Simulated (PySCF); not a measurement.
Predicted microwave data (PBE0-D3(BJ)/def2-SVP geometry optimisation, gas phase in PySCF) for one isomer of C6H10O:

| Quantity | Value |
| --- | --- |
| Rotational constants | A = 6205, B = 1888, C = 1512 MHz |
| Dipole components | \|μa\| = 0.53 D, \|μb\| = 0.64 D, \|μc\| = 0.04 D |
| Inertial defect | -14.86 u·Å² |
| κ | -0.84 |

Task: Which structure is it? (One computed conformer of each.)
A. `[CH3:1][O:2][C:3]1=[CH:4][CH2:5][CH2:6][CH2:7]1` with C1–O2–C3–C4 0°, C3–C4–C5–C6 -14°, C4–C5–C6–C7 23°, C5–C6–C7–C3 -22°, O2–C3–C7–C6 -168° (1-methoxycyclopentene)
B. `[CH2:1]=[CH:2]/[CH:3]=[CH:4]\[CH2:5][O:6][CH3:7]` with C1–C2–C3–C4 180°, C3–C4–C5–O6 -177°, C4–C5–O6–C7 180°
C. `[CH3:1][C:2](=[O:3])[CH:4]=[C:5]([CH3:6])[CH3:7]` with C1–C2–C4–C5 179°
D. `[CH2:1]=[C:2]=[CH:3][C@H:4]([CH3:5])[O:6][CH3:7]` with C2–C3–C4–C5 -117°, C3–C4–O6–C7 -69°

Result: A. It is COC1=CCCC1, an asymmetric top, point group C1. The candidates at the same level (rigid rotor, commonest isotopes):

```tsv
SMILES	A (MHz)	B (MHz)	C (MHz)	μa (D)	μb (D)	μc (D)	Δ (u·Å²)	point group	rotor
COC1=CCCC1	6205	1888	1512	0.53	0.64	0.04	-14.86	C1	asymmetric top
C=C/C=C\COC	10053	979.6	902.9	0.16	1.24	0.07	-6.48	near Cs	near-prolate asymmetric top
CC(=O)C=C(C)C	5026	1633	1262	1.70	2.30	0.03	-9.43	–	asymmetric top
C=C=C[C@H](C)OC	3785	1721	1279	0.84	0.34	0.52	-32.05	C1	asymmetric top
```

`CC(=O)C=C(C)C` has A 19 % too low; `C=C/C=C\COC` has A 62 % too high; `C=C=C[C@H](C)OC` has A 39 % too low. No structure here is proved a minimum.
